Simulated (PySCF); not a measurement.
# Electron correlation in Cu²⁴⁺ (copper, charge +24)

[He] 2s2 2p1, 2P determinant. Calculation: PySCF 2.14, in an uncontracted even-tempered set (19 s from 5.5 bohr⁻², ratio 2.2; 11 p from 7.2 bohr⁻², ratio 2.2; 6 d from 30 bohr⁻², ratio 2.4; 5 f from 45 bohr⁻², ratio 2.4; 4 g from 68 bohr⁻², ratio 2.4); scalar relativity by spin-free X2C-1e. Frozen: nothing; 5 electrons correlated; the 12 highest virtual orbitals of each spin left out.

MP2 pair energies summed by pair of shells (mhartree):

| pair | energy | share (%) |
| --- | --- | --- |
| 2s-2s | -112.15 | 52.1 |
| 1s-1s | -43.31 | 20.1 |
| 2s-2p | -35.97 | 16.7 |
| 1s-2s | -14.57 | 6.8 |
| 1s-2p | -9.32 | 4.3 |

Total MP2 correlation energy: -215.32 mhartree.

Same-spin part -12.57 and opposite-spin part -202.75 mhartree; SCS-MP2 scales them by 1/3 and 6/5 to -247.49 mhartree.
